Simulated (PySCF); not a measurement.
Species: C2H8B2FN.
Numbering: `[CH3:1][C@@H:2]([BH:3][NH2:4])[BH:5][F:6]` (hydrogens: H7, H8, H9 on C1; H10 on C2; H11 on B3; H12, H13 on N4; H14 on B5)

A GFN2-xTB structure with every atom displaced at random (by about 0.01 Å) was refined with PySCF 2.14.0, PBE0-D3(BJ)/def2-SVP geometry optimisation, gas phase. Values at the start:

| coordinate | start |
| --- | --- |
| C1–C2 | 1.502 Å |
| C1–H7 | 1.105 Å |
| C2–B3 | 1.596 Å |
| C2–B5 | 1.563 Å |
| C2–H10 | 1.085 Å |
| B3–N4 | 1.417 Å |
| B3–H11 | 1.185 Å |
| N4–H12 | 1.002 Å |
| N4–H13 | 0.950 Å |
| B5–F6 | 1.316 Å |
| B5–H14 | 1.195 Å |
| C1–C2–B3 | 112.3° |
| C1–C2–B5 | 115.3° |
| C2–B3–N4 | 120.4° |
| C2–B5–F6 | 118.8° |
| B3–C2–B5 | 106.3° |
| C1–C2–B3–N4 | -166° |
| C1–C2–B5–F6 | 163° |

Question: How do these coordinates change at the PBE0-D3(BJ)/def2-SVP level?

Answer: 
```csv
coordinate,PBE0-D3(BJ)/def2-SVP (Å or °),change
N4–H13,1.011,+0.061
B3–H11,1.213,+0.028
B3–N4,1.392,-0.025
C1–C2,1.527,+0.025
C2–H10,1.108,+0.023
B5–F6,1.338,+0.022
B5–H14,1.214,+0.019
C2–B5,1.546,-0.017
N4–H12,1.014,+0.012
C1–H7,1.101,-0.004
C2–B3,1.600,+0.004
B3–C2–B5,102.6,-3.7
C1–C2–B3,113.6,+1.3
C2–B3–N4,121.7,+1.3
C1–C2–B5,116.2,+0.9
C2–B5–F6,119.2,+0.4
C1–C2–B3–N4,176,-18
C1–C2–B5–F6,157,-6
```

The energy falls by 19.7 kJ/mol over 10 energy and gradient evaluations, the largest force component goes from 0.0761 to 2.3e-04 Eh/bohr, and the atoms move by 0.182 Å rms after alignment. The bond that changes most is N4–H13 (boron-bound nitrogen to N–H hydrogen), which lengthens by 0.061 Å. Bonds longer at the end by more than 0.005 Å: 9 of 13; shorter: 2. Among the dihedrals that turn most is C1–C2–B3–N4, from -166° to 176°. Rotational constants go from 3610, 3219, 1821 to 3888, 3101, 1846 MHz.

The run used 124 basis functions and 63 SCF cycles in all.

No PBE0-D3(BJ)/def2-SVP frequencies stand behind this structure, so it isn't proved a minimum. The numbers are those of one conformer.
